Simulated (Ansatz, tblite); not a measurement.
Removing and adding an electron: Al6N6. Charge 0, multiplicity 1. Geometry: PBE-D4/def2-SVP. Ansatz, gas phase; energy differences of separate SCF runs; the oxidised species was run as a doublet alone; the reduced species was run as a doublet alone.

```xyz
12

Al   -1.7768    0.8792    0.0856
Al    1.8943   -0.6834   -0.2217
Al    0.9638    1.5095   -0.8226
Al   -0.3252   -1.1541   -1.3145
Al   -0.5166   -1.2530    1.4484
Al    0.6598    1.1404    1.6871
N     1.0558   -0.0419   -1.8274
N    -0.4198    2.0307    0.3417
N    -2.0767   -0.6687   -0.8845
N     2.1448    0.9557    0.5856
N    -2.1956   -0.7741    0.7598
N     0.5921   -1.9404    0.1622
```

The xTB rows come from tblite. The structure comes from a short search, and lower isomers may exist.

(1) Estimate orbital energies and vertical ionisation energies and electron affinities at: GFN1-xTB; GFN2-xTB; PBE-D4/def2-TZVP; B97M-V/def2-TZVP; PBE0-D4/def2-TZVP.

## Answers

(1) 
| level | −HOMO (eV) | vertical IE (eV) | −LUMO (eV) | vertical EA (eV) | HOMO–LUMO gap (eV) | IE − EA (eV) | remarks |
| --- | --- | --- | --- | --- | --- | --- | --- |
| GFN1-xTB | 8.79 | 11.24 | 8.02 | 5.62 | 0.77 | 5.62 | – |
| GFN2-xTB | 9.48 | 12.28 | 8.42 | 5.77 | 1.06 | 6.51 | – |
| PBE-D4/def2-TZVP | 4.66 | 6.92 | 3.55 | 1.79 | 1.11 | 5.13 | HOMO above zero (-1 doublet), restricted SCF unstable in HF (singlet) |
| B97M-V/def2-TZVP | 4.71 | 6.84 | 3.37 | 1.64 | 1.34 | 5.20 | HOMO above zero (-1 doublet), restricted SCF unstable in HF (singlet) |
| PBE0-D4/def2-TZVP | 5.51 | 6.90 | 2.85 | 1.66 | 2.66 | 5.24 | restricted SCF unstable in HF (singlet) |

   A HOMO above zero means that the electron is unbound at that level or that self-interaction error raises the level; the energy of removing that electron tells which. Raw xTB energy differences between charge states are shifted by several eV; the methods need an empirical correction for them. Sets without diffuse functions give affinities that are too small.
